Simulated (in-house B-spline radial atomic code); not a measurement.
Configurations of Te8+, with energies counted from [Kr] 4d8. All numbers are computed (scalar-relativistic (X2C) BHandHLYP, spin-polarised, spherical fractional occupations; Fermi nucleus of rms radius 4.7423 fm) with a radial B-spline atomic code at the basis-set limit, not measured. Shells without spins written out take the highest spin.

Caution: exact exchange at fractional occupations of open shells leaves self-interaction of up to several eV.

Occupations are held fixed; configurations that lie above the ionisation limit could autoionise.

```json
{"configuration": "[Kr] 4d(4 up, 4 down)", "E - E(ref) (eV)": "3.9218", "highest orbital": "4d up", "its <r> (bohr)": "0.904"}
{"configuration": "[Kr] 4d7 5p1", "E - E(ref) (eV)": "67.469", "highest orbital": "5p up", "its <r> (bohr)": "1.767"}
{"configuration": "[Kr] 4d7 5d1", "E - E(ref) (eV)": "90.928", "highest orbital": "5d up", "its <r> (bohr)": "2.084"}
{"configuration": "[Kr] 4d7 5f1", "E - E(ref) (eV)": "114.64", "highest orbital": "5f up", "its <r> (bohr)": "2.667"}
{"configuration": "[Ar] 3d10 4s2 4p5 4d8 5s1", "E - E(ref) (eV)": "133.32", "highest orbital": "5s up", "its <r> (bohr)": "1.605"}
{"configuration": "[Ar] 3d10 4s2 4p(3 up, 2 down) 4d(3 up, 5 down) 5p(1 up, 0 down)", "E - E(ref) (eV)": "156.66", "highest orbital": "5p up", "its <r> (bohr)": "1.773"}
{"configuration": "[Ar] 3d9 4s2 4p6 4d8 4f1", "E - E(ref) (eV)": "640.11", "highest orbital": "4f up", "its <r> (bohr)": "1.177"}
```

**Question.** Order these further configurations by energy, lowest first.
A. [Ar] 3d10 4s2 4p(3 up, 2 down) 4d(4 up, 5 down)
B. [Ar] 3d9 4s2 4p6 4d8 5f1
C. [Ar] 3d(4 up, 5 down) 4s2 4p6 4d(3 up, 5 down) 5p(0 up, 1 down)
D. [Ar] 3d10 4s2 4p5 4d9
E. [Ar] 3d10 4s2 4p5 4d8 5f1

**Answer.** D (81.493 eV), A (83.831 eV), E (198.59 eV), C (629.58 eV), B (677.04 eV).

**Question.** How far above the reference does [Kr] 4d(5 up, 2 down) 5s(0 up, 1 down) lie?

**Answer.** 50.499 eV; its least bound orbital is 5s down with <r> = 1.622 bohr.

**Question.** How far above the reference does [Ar] 3d10 4s2 4p5 4d8 5d1 lie?

**Answer.** 174.88 eV; its least bound orbital is 5d up with <r> = 2.079 bohr.

**Question.** How far above the reference does [Ar] 3d9 4s2 4p6 4d8 5s1 lie?

**Answer.** 611.45 eV; its least bound orbital is 5s up with <r> = 1.594 bohr.
